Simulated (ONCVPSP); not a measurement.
**aluminium: ONCV pseudisation with PBE, non-relativistic reference atom.**

```json
{
  "Element": "Al",
  "Generator": "ONCVPSP 4.0.1",
  "Type": "optimised norm-conserving Vanderbilt (ONCV)",
  "Functional": "PBE",
  "Relativity": "non-relativistic",
  "Frozen core": "[Ne]",
  "Valence charge": "3",
  "Reference configuration": "3s2 3p1",
  "Partial waves": "3s: rc 1.45 bohr, ncon 3, nbas 7, qcut 5.7 1/bohr, 2 projectors, debl 0.5 Ha; 3p: rc 2.75 bohr, ncon 4, nbas 8, qcut 3 1/bohr, 3 projectors, debl 3.4 Ha; d scattering state at 0.17 Ha: rc 2.50 bohr, ncon 4, nbas 6, qcut 4.1 1/bohr, 2 projectors, debl 0.8 Ha",
  "Local potential": "polynomial inside 1.30 bohr (lpopt 5, dvloc0 0 Ha)",
  "Core correction": "none"
}
```

All-electron outer shells of the reference configuration (PBE, non-relativistic, ld1.x):

| shell | level (eV) | outermost node (bohr) | outermost maximum (bohr) |
| --- | --- | --- | --- |
| 2s | -107.72 | 0.17 | 0.50 |
| 2p | -69.68 | – | 0.43 |
| 3s | -7.73 | 0.80 | 2.09 |
| 3p | -2.72 | 0.82 | 2.64 |

Problem. Is a potential produced?

Solution. No. ONCVPSP 4.0.1 stopped with "test_data: must have ncon+3 <= nbas <= ncon+5, l= 2": the input breaks a rule of the program on the basis size: nbas must lie between ncon + 3 and ncon + 5.
